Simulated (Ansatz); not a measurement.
Mulliken charges of CH$_{2}$OTe, SMILES `O=C[TeH]` from r2SCAN/def2-TZVPP in Ansatz (PBE0-D4/def2-TZVP geometry).

```json
{"atom": "O1", "x (Å)": "-1.216", "y (Å)": "-0.680", "z (Å)": "1.225", "charge (e)": "-0.248"}
{"atom": "C2", "x (Å)": "-0.593", "y (Å)": "-0.308", "z (Å)": "0.284", "charge (e)": "0.109"}
{"atom": "Te3", "x (Å)": "1.377", "y (Å)": "0.529", "z (Å)": "0.424", "charge (e)": "0.096"}
{"atom": "H4", "x (Å)": "-0.966", "y (Å)": "-0.355", "z (Å)": "-0.756", "charge (e)": "0.064"}
{"atom": "H5", "x (Å)": "1.448", "y (Å)": "0.740", "z (Å)": "-1.218", "charge (e)": "-0.021"}
```

Problem. By hand: the dipole of these point charges (1 e Å = 4.8032 D).

Solution. Σ q r = (0.277, 0.148, -0.255) e Å, of length 0.405 e Å = 1.95 D.

Problem. How does the dipole of the full density compare? (Estimate.)

Solution. Ansatz gave: (0.190, 0.124, -0.377) e Å, 2.11 D; the point charges give 0.92 times that, at 20° from its direction.

Point charges leave out the atoms' own dipoles, such as those of lone pairs, and Mulliken's split depends on the basis, so the two needn't agree.
